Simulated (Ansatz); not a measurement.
Basis sets compared for TiHF₃. Charge 0, multiplicity 1. Geometry PBE-D4/def2-TZVP. Ansatz on 4 threads of Intel Xeon on a shared host; times are rough, and most runs start from earlier orbitals.

```xyz
5

Ti    0.0052   -0.0223    0.0532
H    -0.1458    0.6316   -1.5025
F    -0.2741   -1.7465   -0.1346
F    -1.2264    0.7762    1.0183
F     1.6411    0.3610    0.5656
```

The 6-31G sets use Cartesian d functions.

Binding counts from free atoms (Ti triplet, H doublet, F doublet) in the same basis, without a counterpoise term.

```csv
level,functions,energy (Eh),HOMO (eV),LUMO (eV),binding per atom (eV),wall time
HF/6-31G,58,-1147.3501,-14.00,0.48,2.40,0.35 s
HF/def2-TZVP,144,-1147.6236,-13.64,1.26,2.69,0.55 s
PBE-D4/def2-SVP,78,-1148.9645,-7.99,-4.13,4.66,0.5 s
PBE-D4/def2-TZVP,144,-1149.4535,-8.19,-4.31,–,0.75 s
r2SCAN-D4/def2-TZVP (with forces),144,-1149.7981,-8.62,-4.25,–,1.7 s
PBE0-D4/def2-SVP,78,-1148.9547,-9.74,-3.24,4.22,0.7 s
PBE0-D4/def2-TZVP,144,-1149.4445,-9.82,-3.23,4.20,1 s
```

Problem. Estimate the rows for PBE-D4/def2-TZVPD, r2SCAN-D4/def2-TZVPD, PBE0-D4/def2-TZVPD.

Solution. 
```tsv
level	functions	energy (Eh)	HOMO (eV)	LUMO (eV)	binding per atom (eV)	wall time
PBE-D4/def2-TZVPD	177	-1149.4571	-8.19	-4.32	–	1.1 s
r2SCAN-D4/def2-TZVPD	177	-1149.8017	-8.60	-4.23	–	2 s
PBE0-D4/def2-TZVPD	177	-1149.4483	-9.80	-3.22	4.21	1.4 s
```
